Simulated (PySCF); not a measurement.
# Correlation energy of S⁺ (sulfur, charge +1)

[Ne] 3s1 3p3 3d1, high-spin 6D determinant (an excited configuration). All numbers are calculated (PySCF 2.14, the non-relativistic Hamiltonian (point nucleus), in aug-cc-pwCVTZ). Frozen: 1s2; 13 electrons correlated.

| level | correlation energy (mhartree) |
| --- | --- |
| CCSD | -301.28 |
| (T) | -1.92 |
| CCSD(T) | -303.20 |

Diagnostics: T1 = 0.0027, D1 = 0.0071, largest double amplitude 0.033.

The outer electron is Rydberg-like, and this basis confines it to a smaller radius and binds it less than a complete one would.

Cost of the coupled-cluster step: about 40 core-seconds, for 13 correlated electrons.
